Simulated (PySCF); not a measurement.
AlH, SMILES [AlH] (connectivity only; charge and spin as stated), neutral, multiplicity 1. Coordinates come from a B3LYP-D3(BJ)/def2-TZVPD optimisation.

PySCF with TDDFT-PBE/def2-TZVPD puts the lowest singlet excitations at 2.80, 2.80, 5.15, 6.23, 6.23, 6.27 eV.

Q: What are the lowest excitation roots from ADC(2)/aug-cc-pVDZ (PySCF)? (Estimate from the structure and the level; the computed values follow.)

A: 3.03, 3.03, 5.48, 6.06, 6.28, 6.28 eV. S1 differs by 0.24 eV (second minus first; roots are paired by order, and the bases may differ).
